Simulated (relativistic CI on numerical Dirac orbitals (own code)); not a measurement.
**Forbidden transitions in Sc⁷⁺**

These numbers are calculated, not measured: Dirac-Coulomb-Breit CI, orbitals from a KLI potential per configuration, model QED (radiative potential, 1s self-energy scaled to tabulated hydrogen-like ionisation energies), valence Slater integrals scaled by 0.9, P86 correlation estimate, and configurations built on the next ion tied to the tabulated ionisation energy (semi-empirical) (own radial code, finite nucleus).

Configuration list (outside the closed core [Ne]): 3s2 3p2, 3s2 3p 3d, 3s2 3p 4s, 3s2 3p 4p, 3s2 3p 4d, 3s2 3p 5s, 3s2 3p 4f, 3s 3p3, 3p4, 3s2 3d2, 3s 3p2 3d, 3p2 3d2, 3p3 3d, 3s 3p 3d2, 3s2 3d 4s, 3s2 3d 4p, 3p3 4s, 3p3 4p, 3s 3p2 4s, 3s 3p 3d 4s, 3s 3p 3d 4p, 3s 3p2 4p, 3s2 4s2, 3s2 3p 5p. Levels of other configurations are missing.

```csv
λ vac (nm),Lower,Upper,Type,A (s⁻¹),gf,Branching (%)
193.82,3s2 3p2 3P_1 [2],3s2 3p2 1S_0 [5],M1,6.55e+01,3.69e-08,93.5
347.50,3s2 3p2 1D_2 [4],3s2 3p2 1S_0 [5],E2,4.20e+00,7.61e-09,6.0
438.28,3s2 3p2 3P_1 [2],3s2 3p2 1D_2 [4],M1,2.69e+00,3.88e-08,34.7
510.27,3s2 3p2 3P_2 [3],3s2 3p2 1D_2 [4],M1,5.06e+00,9.87e-08,65.2
3106.6,3s2 3p2 3P_1 [2],3s2 3p2 3P_2 [3],M1,4.42e-01,3.20e-07,100.0
3662.0,3s2 3p 3d 3F°_3 [15],3s2 3p 3d 3F°_4 [16],M1,4.11e-01,7.44e-07,4.2
4413.2,3s2 3p2 3P_0 [1],3s2 3p2 3P_1 [2],M1,2.07e-01,1.82e-07,100.0
```

Terms are leading LS components. Brackets give the number of a level in order of energy, since labels repeat. The list gives strong lines, with weight on those to low levels, without configurations that were not tied to measured data, among the lowest 300 of 677 levels, so that lines to higher ones, which can be the strongest, are missing. Levels whose partners in the same complex of configurations lie outside the list can be far off, and so can their lines. Rates are taken at the computed energies, electric ones in the length gauge.

Configurations that consist of the next ion and one excited electron were tied to the tabulated ionisation energy; Rydberg ones are usually within 1,000 to 3,000 cm⁻¹ and the lowest ones within about 6,000 (9,000 in d shells), while levels on excited terms of the next ion carry the error of that term, and the other configurations can be misplaced by 10,000 cm⁻¹ or more. Rates follow the energies as ν³ (E1, M1) or ν⁵ (E2), so rates, branching and lifetimes can be off by large factors. 24 of the 25 excited levels that our extract of the measured tables holds in this range could be paired (the sources list more); they are missed by 6557 cm⁻¹ on average and 14260 at most, and levels without a partner can miss by more.

Question: From the table, what is the radiative lifetime of 3s2 3p2 1S_0?

Answer: The listed rates from this level add up to about 6.97e+01 s⁻¹, 99 % of its decay; with all channels τ = 1.43e-02 s.

LS names give the leading component of a level, which can be under half, so a name can repeat, a term be missing and a line seem to break the LS rules.
